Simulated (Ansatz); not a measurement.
# Ligand exchange: GaH2I + CH4O → GaH2(OH) + CH3I

Species: GaH2I `[GaH2][I]`, singlet; CH4O (methanol) `CO`, singlet; GaH2(OH), singlet; CH3I (methyl iodide) `CI`, singlet. The partners trade I for OH: Ga–I and C–OH bonds give way to Ga–OH and C–I.

Shapes, held fixed at every level: PBE0-D4/def2-TZVP. Programs: Ansatz 0.2.0. The zero-point and thermal change to 298 K, harmonic and unscaled (PBE0-D4/def2-TZVP), is -5.3 kJ/mol.

Problem. Estimate ΔH(298 K) of this reaction.

Solution. The highest level, CCSD(T)/def2-TZVPP, gives ΔH(298 K) = +10.7 kJ/mol; the levels span +10.7 to +38.4. The column of differences is taken from that level and isn't an error. No measured value is set beside it here. For atoms past krypton def2 sets carry core potentials with scalar relativity. Relativity is left out for Ga unless named. Correlated rows may include outer-core shells of Ga, I, which these sets cover unevenly. Times are processor times on shared x86 and Arm servers, and rough.

```csv
level,kind,ΔH(298 K) (kJ/mol),less CCSD(T)/def2-TZVPP,CPU time (sum over the molecules)
HF/def2-TZVPP,Hartree–Fock,+38.4,+27.7,–
SPW92/def2-TZVPP,LDA,+18.3,+7.6,6.4 s
PBE-D4/def2-TZVPP,GGA,+16.1,+5.4,14 s
r2SCAN-D4/def2-TZVPP,meta-GGA,+16.1,+5.4,21 s
r2SCAN0-D4/def2-TZVPP,global hybrid,+24.1,+13.4,21 s
B2PLYP/def2-TZVPP,double hybrid,+12.5,+1.8,23 s
CCSD(T)/def2-SVP,coupled cluster or CI,+29.5,+18.8,12 s
CCSD(T)/def2-TZVPP,coupled cluster or CI,+10.7,0.0,99 s
```
